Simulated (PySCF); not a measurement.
C4H4Cl2, SMILES Cl/C=C\C=C/Cl. Atoms are numbered in the order given.

```xyz
10

Cl     0.2780    -2.8643     0.0000
C     -0.9313    -1.6146     0.0000
C     -0.6597    -0.2980     0.0000
C      0.6597     0.2980     0.0000
C      0.9313     1.6146     0.0000
Cl    -0.2780     2.8643     0.0000
H     -1.9500    -2.0048     0.0000
H     -1.5183     0.3792     0.0000
H      1.5183    -0.3792     0.0000
H      1.9500     2.0048     0.0000
```

The structure is a stationary point at B3LYP-D3(BJ)/def2-SVP. The values are those of a single conformer.

These are PBE0/pcSseg-1 run with PySCF values and carry that method's errors.

GIAO shieldings, no solvent; atoms alike by connectivity are averaged. δ = σ(ref) − σ: ³⁵Cl against HCl (σ = 945.9 ppm); ¹³C against TMS (σ = 186.3 ppm); ¹H against TMS (σ = 31.56 ppm), references at their B3LYP-D3(BJ)/def2-TZVP geometries, non-relativistic (without spin–orbit terms, shifts of atoms bonded to Cl or Br come out too high).

Estimate the chemical shifts. (An estimate is asked for; the answer gives what the named calculation found.)


```
nucleus     atoms  count  δ (ppm)
-------  --------  -----  -------
³⁵Cl     Cl1, Cl6      2    207.4
¹³C        C2, C5      2    139.1
¹³C        C3, C4      2    132.9
¹H         H8, H9      2     7.13
¹H        H7, H10      2     6.47
```
